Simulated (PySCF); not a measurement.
C2H7FSi2, SMILES F[SiH2]/C=C\[SiH3]. Geometry: PBE-D3(BJ)/def2-SVP. The structure was generated by enumeration; whether it is a known compound was not checked. One conformer was computed; it need not be the lowest.

Give the equilibrium geometry at PBE-D3(BJ)/def2-SVP (PySCF confirms it by a frequency run) as bond lengths and angles, and its point group. (An estimate is asked for; the answer gives what the named calculation found.)

Several could match; the one computed here: point group Cs.
Atoms: F1 Si2 C3 C4 Si5 H6 H7 H8 H9 H10 H11 H12. Bond lengths (Å): F1–Si2 1.649, Si2–C3 1.867, Si2–H6 1.502, Si2–H7 1.502, C3–C4 1.356, C3–H8 1.110, C4–Si5 1.900, C4–H9 1.108, Si5–H10 1.502, Si5–H11 1.505, Si5–H12 1.502. Angles (°): F1–Si2–C3 108.0, F1–Si2–H6 108.2, F1–Si2–H7 108.2, C3–Si2–H6 111.4, C3–Si2–H7 111.4, H6–Si2–H7 109.5, Si2–C3–C4 126.5, Si2–C3–H8 115.6, C4–C3–H8 118.0, C3–C4–Si5 128.8, C3–C4–H9 116.8, Si5–C4–H9 114.4, C4–Si5–H10 111.9, C4–Si5–H11 106.5, C4–Si5–H12 111.9, H10–Si5–H11 108.3, H10–Si5–H12 109.8, H11–Si5–H12 108.3.
Charge 0, spin multiplicity 1.
